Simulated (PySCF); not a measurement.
Se(Br)(OSiH3) (BrH₃OSeSi), SMILES [SiH3]O[Se]Br. Atoms are numbered in the order given.

```xyz
7

Se     0.0711    -0.2320     1.0136
Br     1.0664     1.2259    -0.5270
O     -0.5395    -1.5489    -0.0512
Si    -2.0127    -1.3375    -0.8766
H     -3.1147    -1.0787     0.0937
H     -2.2281    -2.6218    -1.5936
H     -1.9047    -0.2041    -1.8369
```

The structure is a stationary point at r2SCAN-D4/def2-SVP. The structure was generated by enumeration, and PubChem lists no compound with its InChIKey, so it may never have been made. The values are those of a single conformer.

Level of theory: TDDFT-LC-ωPBE/def2-SVPD (PySCF 2.14.0).

Vertical excitations. The molecule is in vacuum.

Computed lowest excited states:
| state | energy (eV) | λ (nm) | f | main pairs |
|---|---|---|---|---|
| S1 | 2.72 | 457 | 0.001 | HOMO→LUMO 96 % |
| S2 | 3.74 | 331 | 0.000 | HOMO→LUMO+1 88 % |
| S3 | 4.96 | 250 | 0.003 | HOMO−1→LUMO 94 % |
| S4 | 5.43 | 228 | 0.002 | HOMO−3→LUMO 76 %, HOMO−2→LUMO 18 % |
| S5 | 6.25 | 198 | 0.125 | HOMO−2→LUMO 55 %, HOMO−3→LUMO 15 %, HOMO−1→LUMO+1 15 % |
| S6 | 6.43 | 193 | 0.008 | HOMO−2→LUMO+1 79 % |
| S7 | 6.74 | 184 | 0.016 | HOMO→LUMO+2 74 % |
| S8 | 7.21 | 172 | 0.137 | HOMO−1→LUMO+1 61 %, HOMO−2→LUMO 12 % |
| S9 | 7.24 | 171 | 0.009 | HOMO−3→LUMO+1 76 % |
| S10 | 7.57 | 164 | 0.022 | HOMO−4→LUMO 66 %, HOMO−6→LUMO 10 % |
| T1 | 2.00 | 620 | 0 | HOMO→LUMO 95 % |
| T2 | 2.88 | 430 | 0 | HOMO→LUMO+1 84 % |
| T3 | 4.29 | 289 | 0 | HOMO−1→LUMO 93 % |
| T4 | 4.69 | 264 | 0 | HOMO−2→LUMO 64 %, HOMO−5→LUMO 22 % |
Triplets are in the Tamm–Dancoff approximation, which puts them higher than full response would, so one can lie above its singlet here.
